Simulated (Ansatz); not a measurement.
Task: Predict a relaxed structure of the cluster Mn₂Cu⁻, charge -1, multiplicity 9, at PBE-D4/def2-TZVPD (Ansatz).

Result: 
```xyz
3

Cu   -1.2041    0.1253    0.5395
Mn    0.8232    1.2944   -0.0868
Mn    0.3810   -1.4197   -0.4527
```
Point group C2v (tolerance 0.1 Å). This is one stationary point.

The charge -1 multiplicity 9 is spin-contaminated (final ⟨S²⟩ up to 20.87, 20.00 for a pure state). The highest occupied level of the charge -1 multiplicity 9 lies above zero (up to 1.02 eV). Its loss leaves the charge 0 multiplicity 10, which lies 1.01 eV higher (vertical, at PBE-D4/def2-TZVPD), but this difference is unsure: the multiplicity 10 is doubtful (geometry relaxed on an unsound state). The relaxation made no stability test and no search for a lower SCF solution. The structure comes from a short search, and lower isomers may exist.
